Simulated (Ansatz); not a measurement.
Input for Ansatz (an electronic-structure program): R-r2SCAN/def2-TZVPPD on C3H4N2 (a complex), monomers drawn apart or pushed together. Files ending in .json are basis or fitting sets from the Basis Set Exchange.

Ansatz 0.2 input:
```yaml
crystal:
  periodic: [false, false, false]
  atoms:
    - {symbol: C, position_ang: [0.33629930, 0.29153299, 0.28050844]}
    - {symbol: N, position_ang: [-0.60582657, -0.34621066, 0.13864775]}
    - {symbol: H, position_ang: [1.21049486, 0.88082344, 0.45005079]}
    - {symbol: C, position_ang: [-0.59683771, -0.61331473, 4.15982251]}
    - {symbol: C, position_ang: [0.57125283, 0.21097336, 3.90497208]}
    - {symbol: N, position_ang: [1.48891261, 0.86112898, 3.66529947]}
    - {symbol: H, position_ang: [-1.30857941, -0.07562619, 4.78634592]}
    - {symbol: H, position_ang: [-1.07210640, -0.86128194, 3.20915248]}
    - {symbol: H, position_ang: [-0.30541246, -1.53442376, 4.66466475]}
basis:
  gaussian:
    orbitals: def2-TZVPPD.json
hamiltonian:
  xc: {name: r2SCAN}
scf: {lower_state_search: off}
```

Output:

```
WARN ansatz: RAYON_NUM_THREADS=1 ignored (pool sized by the plan → 1); use --threads N
Functional definition: r2SCAN
these checks for a lower state are left out or cut short: stability, starts, cluster_reference, orbital_swaps, neighbouring_geometries, increment
integrals: 0.14 GiB planned
1116 factors; their error is unknown
mean field: 1.18 GiB planned
mean field evaluation 1: about -6143.1630 eV, gradient 7.0e1 eV
mean field evaluation 2: about -6130.0102 eV, gradient 1.0e2 eV
mean field evaluation 4: about -6153.4316 eV, gradient 4.1e0 eV
mean field evaluation 8: about -6153.4735 eV, gradient 6.0e-2 eV
mean field evaluation 16: about -6153.4524 eV, gradient 6.4e-5 eV
mean field -6153.45242664 eV, -226.1352057191 hartree, gradient 3.8e-6 eV, S^2 0.000000; 0 other end points of the search recorded, 0 dependent functions left out
reference -6153.45244053 eV, -226.1352062296 hartree; 18, 18 occupied and 235, 235 virtual orbitals, 1116 factors
Total energy: -6153.45244053 eV, -226.1352062296 hartree
Checks for a lower state left out: stability, starts, cluster_reference, orbital_swaps, neighbouring_geometries, increment
```

The run converged.

Cost: around 3 core-seconds (rough).
